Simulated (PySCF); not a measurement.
MgO, SMILES [O]=[Mg].

The structure is a stationary point at r2SCAN-D4/def2-TZVPD.

Method: PBE/def2-TZVPD (PySCF).

- total energy: -275.05991 hartree
- point group: C∞v
- highest occupied level: -4.83 eV
- lowest empty level: -4.31 eV
- orbital gap: 0.52 eV
- dipole moment: 7.05 D
- quadrupole, principal values (traceless, Buckingham form, about the centre of nuclear charge): -0.34, -0.34, 0.69 D·Å
- mean static polarisability: 54.0 bohr³ (8.01 Å³)
- polarisability, principal values: 46.9, 46.9, 68.4 bohr³
